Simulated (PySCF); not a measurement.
H₂AlO₂ (SMILES [OH][Al+][OH]), charge +1, singlet, geometry from GFN2-xTB (such geometries of metal compounds can be far from the true shape); CCSD/6-31G (PySCF).

PySCF was given this input:
```python
from pyscf import gto, scf, cc

mol = gto.Mole()
mol.atom = '''
    Al    0.001321    0.023369    0.005604
    O     1.237463    0.111111   -1.016951
    H     1.881588    0.603802   -1.537268
    O    -1.244159   -0.229572    0.988542
    H    -1.845195    0.040093    1.691683
'''
mol.basis = '6-31g'
mol.charge = 1
mol.spin = 0
mol.verbose = 4
mol.build()

mf = scf.RHF(mol)
mf.kernel()

mycc = cc.CCSD(mf)
mycc.kernel()
print('E(CCSD) = %.10f' % mycc.e_tot)
mf.analyze()
```

**Question.** Predict the main parts of the log of this PySCF run.

**Answer.** 
```
PySCF version 2.14.0

[INPUT] verbose = 4
[INPUT] num. atoms = 5
[INPUT] num. electrons = 30
[INPUT] charge = 1
[INPUT] spin (= nelec alpha-beta = 2S) = 0
[INPUT] symmetry False subgroup None
[INPUT] Mole.unit = angstrom
[INPUT] Symbol           X                Y                Z      unit          X                Y                Z       unit  Magmom
[INPUT]  1 Al     0.001321000000   0.023369000000   0.005604000000 AA    0.002496328211   0.044161009805   0.010590025202 Bohr   0.0
[INPUT]  2 O      1.237463000000   0.111111000000  -1.016951000000 AA    2.338466159283   0.209969359427  -1.921758872103 Bohr   0.0
[INPUT]  3 H      1.881588000000   0.603802000000  -1.537268000000 AA    3.555685999268   1.141020413465  -2.905015500058 Bohr   0.0
[INPUT]  4 O     -1.244159000000  -0.229572000000   0.988542000000 AA   -2.351119765413  -0.433828205869   1.868073642630 Bohr   0.0
[INPUT]  5 H     -1.845195000000   0.040093000000   1.691683000000 AA   -3.486913196417   0.075764789512   3.196817559583 Bohr   0.0

nuclear repulsion = 95.5214224497695
number of shells = 21
number of NR pGTOs = 98
number of NR cGTOs = 35
basis = 6-31g
ecp = {}

******** <class 'pyscf.scf.hf.RHF'> ********
method = RHF
initial guess = minao
damping factor = 0
level_shift factor = 0
DIIS = <class 'pyscf.scf.diis.CDIIS'>
diis_start_cycle = 1
diis_space = 8
diis_damp = 0
SCF conv_tol = 1e-09
SCF conv_tol_grad = None
SCF max_cycles = 50
direct_scf = True
direct_scf_tol = 1e-13
Set gradient conv threshold to 3.16228e-05
Initial guess from minao.
init E= -392.926593560766
  HOMO = -0.519323861102244  LUMO = -0.133475320951699  gap/eV = 10.49947
cycle= 1 E= -392.460936311716  delta_E= 0.466  |g|= 0.59  |ddm|= 2.06
  HOMO = -0.666469656702489  LUMO = -0.196078174612757  gap/eV = 12.80000
cycle= 2 E= -392.512004311251  delta_E= -0.0511  |g|= 0.362  |ddm|= 0.672
  HOMO = -0.749834360803842  LUMO = -0.204724887166814  gap/eV = 14.83318
cycle= 3 E= -392.536608609967  delta_E= -0.0246  |g|= 0.0361  |ddm|= 0.218
  HOMO = -0.739267889436716  LUMO = -0.198173131603586  gap/eV = 14.72394
cycle= 4 E= -392.537088104601  delta_E= -0.000479  |g|= 0.00414  |ddm|= 0.0554
  HOMO = -0.738932849203295  LUMO = -0.198423109329602  gap/eV = 14.70802
cycle= 5 E= -392.537101571828  delta_E= -1.35e-05  |g|= 0.0011  |ddm|= 0.00991
  HOMO = -0.738820803037138  LUMO = -0.198463614292341  gap/eV = 14.70387
cycle= 6 E= -392.537102591119  delta_E= -1.02e-06  |g|= 0.000144  |ddm|= 0.00287
  HOMO = -0.738819519258974  LUMO = -0.198466097956736  gap/eV = 14.70377
cycle= 7 E= -392.537102602735  delta_E= -1.16e-08  |g|= 3.13e-05  |ddm|= 0.000308
  HOMO = -0.738814032286077  LUMO = -0.198468953632753  gap/eV = 14.70354
cycle= 8 E= -392.537102603496  delta_E= -7.62e-10  |g|= 7.7e-06  |ddm|= 7.26e-05
  HOMO = -0.738813968392275  LUMO = -0.198468914345464  gap/eV = 14.70354
Extra cycle  E= -392.537102603546  delta_E= -4.99e-11  |g|= 4.01e-06  |ddm|= 1.45e-05
converged SCF energy = -392.537102603546

******** <class 'pyscf.cc.ccsd.CCSD'> ********
CC2 = 0
CCSD nocc = 15, nmo = 35
max_cycle = 50
direct = 0
conv_tol = 1e-07
conv_tol_normt = 1e-05
diis_space = 6
diis_start_cycle = 0
diis_start_energy_diff = 1e+09
Init t2, MP2 energy = -392.816550011872  E_corr(MP2) -0.279447408325617
Init E_corr(CCSD) = -0.279447408334516
cycle = 1  E_corr(CCSD) = -0.271034908093584  dE = 0.00841250024  norm(t1,t2) = 0.0638858
cycle = 2  E_corr(CCSD) = -0.280722724252588  dE = -0.00968781616  norm(t1,t2) = 0.0204591
cycle = 3  E_corr(CCSD) = -0.281030107356627  dE = -0.000307383104  norm(t1,t2) = 0.0121639
cycle = 4  E_corr(CCSD) = -0.283215807792639  dE = -0.00218570044  norm(t1,t2) = 0.00510016
cycle = 5  E_corr(CCSD) = -0.283157825869213  dE = 5.79819234e-05  norm(t1,t2) = 0.000699642
cycle = 6  E_corr(CCSD) = -0.283101696538261  dE = 5.6129331e-05  norm(t1,t2) = 0.000309018
cycle = 7  E_corr(CCSD) = -0.283094896049671  dE = 6.80048859e-06  norm(t1,t2) = 0.000102956
cycle = 8  E_corr(CCSD) = -0.28309760882357  dE = -2.7127739e-06  norm(t1,t2) = 3.92878e-05
cycle = 9  E_corr(CCSD) = -0.283098427890142  dE = -8.19066572e-07  norm(t1,t2) = 1.69161e-05
cycle = 10  E_corr(CCSD) = -0.283098050078665  dE = 3.77811478e-07  norm(t1,t2) = 6.22578e-06
cycle = 11  E_corr(CCSD) = -0.283098365449602  dE = -3.15370937e-07  norm(t1,t2) = 2.48774e-06
cycle = 12  E_corr(CCSD) = -0.283098261312116  dE = 1.04137486e-07  norm(t1,t2) = 1.02802e-06
cycle = 13  E_corr(CCSD) = -0.283098257394235  dE = 3.91788041e-09  norm(t1,t2) = 4.63147e-07
CCSD converged
E(CCSD) = -392.8202008609406  E_corr = -0.2830982573942353
E(CCSD) = -392.8202008609
**** SCF Summaries ****
Total Energy =                        -392.537102603546373
Nuclear Repulsion Energy =              95.521422449769545
One-electron Energy =                 -727.250428331230296
Two-electron Energy =                  239.191903277914378
Two-electron Coulomb Energy =          274.465436537820494
DFT Exchange-Correlation Energy =      -35.273533259906117
HOMO-LUMO gap [eV] =                    14.703537849665558
**** MO energy ****
MO #1   energy= -58.8398269216007  occ= 2
MO #2   energy= -20.7912789192504  occ= 2
MO #3   energy= -20.7912514522745  occ= 2
MO #4   energy= -5.2588506586355   occ= 2
MO #5   energy= -3.57624324454739  occ= 2
MO #6   energy= -3.57347507218918  occ= 2
MO #7   energy= -3.57332021534032  occ= 2
MO #8   energy= -1.5578446803232   occ= 2
MO #9   energy= -1.5483247418356   occ= 2
MO #10  energy= -0.97430684015638  occ= 2
MO #11  energy= -0.942233005893629 occ= 2
MO #12  energy= -0.765304718031717 occ= 2
MO #13  energy= -0.762331230177882 occ= 2
MO #14  energy= -0.739908849668294 occ= 2
MO #15  energy= -0.738813968392275 occ= 2
MO #16  energy= -0.198468914345464 occ= 0
MO #17  energy= -0.110857159918783 occ= 0
MO #18  energy= -0.107238825798615 occ= 0
MO #19  energy= -0.00878788379978523 occ= 0
MO #20  energy= 0.0613904907590122 occ= 0
MO #21  energy= 0.0847050790408119 occ= 0
MO #22  energy= 0.0933023913070017 occ= 0
MO #23  energy= 0.125742096313485  occ= 0
 ** Mulliken pop on meta-lowdin orthogonal AOs  **
 ** Mulliken pop  **
pop of  0 Al 1s           1.99997
pop of  0 Al 2s           1.99876
pop of  0 Al 3s           0.40814
pop of  0 Al 4s           0.00464
pop of  0 Al 2px          1.99996
pop of  0 Al 2py          2.00000
pop of  0 Al 2pz          1.99997
pop of  0 Al 3px          0.34403
pop of  0 Al 3py          0.24158
pop of  0 Al 3pz          0.31420
pop of  0 Al 4px          0.00715
pop of  0 Al 4py          0.00358
pop of  0 Al 4pz          0.00657
pop of  1 O 1s            1.99999
pop of  1 O 2s            1.56191
pop of  1 O 3s            0.00106
pop of  1 O 2px           1.65779
pop of  1 O 2py           1.78753
pop of  1 O 2pz           1.72626
pop of  1 O 3px           0.00349
pop of  1 O 3py           0.00539
pop of  1 O 3pz           0.00418
pop of  2 H 1s            0.57046
pop of  2 H 2s            0.01765
pop of  3 O 1s            1.99999
pop of  3 O 2s            1.56191
pop of  3 O 3s            0.00106
pop of  3 O 2px           1.67237
pop of  3 O 2py           1.83499
pop of  3 O 2pz           1.66422
pop of  3 O 3px           0.00359
pop of  3 O 3py           0.00567
pop of  3 O 3pz           0.00381
pop of  4 H 1s            0.57046
pop of  4 H 2s            0.01765
 ** Mulliken atomic charges  **
charge of    0Al =      1.67145
charge of    1O =     -0.74761
charge of    2H =      0.41189
charge of    3O =     -0.74761
charge of    4H =      0.41189

WARN: System has nonzero charge 1; the dipole moment is origin-dependent.
Location of origin: [0. 0. 0.]

Dipole moment(X, Y, Z, Debye):  0.14090,  2.49286,  0.59782
```
